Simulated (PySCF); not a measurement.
Problem. Write Cartesian coordinates for `C#C[Si@@H](O)O/C=C\C=O` as optimised with GFN2-xTB.

Solution. 
```xyz
15
C5H6O3Si angstrom
C      3.312    1.100    0.354
C      2.503    0.424   -0.222
Si     1.250   -0.599   -1.127
O      1.352   -2.163   -0.695
O     -0.236   -0.085   -0.679
C     -1.176   -0.582    0.111
C     -2.315    0.065    0.402
C     -2.628    1.387   -0.108
O     -3.649    1.994    0.111
H      4.019    1.691    0.862
H      1.266   -0.398   -2.565
H      2.152   -2.670   -0.785
H     -0.980   -1.571    0.514
H     -3.044   -0.406    1.041
H     -1.831    1.821   -0.742
```

Any rigid rotation of these coordinates is as good. Atoms count from 1 in this order. Of the pairs four or more bonds apart, O5···H15 is among the closest relative to their van der Waals radii: 2.49 Å, 91 % of the sum of Bondi's values. The C–O distances run from 1.208 Å (C8=O9, drawn double) to 1.324 Å (O5–C6, drawn single), a spread of 0.116 Å. O5 (silyl ether oxygen) is bent (angle 133.6°). The 3 C–C bonds span 1.202 Å (C1≡C2, drawn triple) to 1.450 Å (C7–C8, drawn single), a spread of 0.248 Å.

Bonds between heavy atoms (Å): C1≡C2 1.202, C2–Si3 1.853, Si3–O4 1.626, Si3–O5 1.635, O5–C6 1.324, C6=C7 1.342, C7–C8 1.450, C8=O9 1.208.

The geometry is computed with GFN2-xTB (gas phase).

Point group: C1 (no symmetry element, even within 0.4 Å). No frequency check. One conformer, not necessarily the lowest (C2–Si3–O4–H -58°, C2–Si3–O5–C6 -105°, Si3–O5–C6–C7 176°, C6–C7–C8–O9 179°).
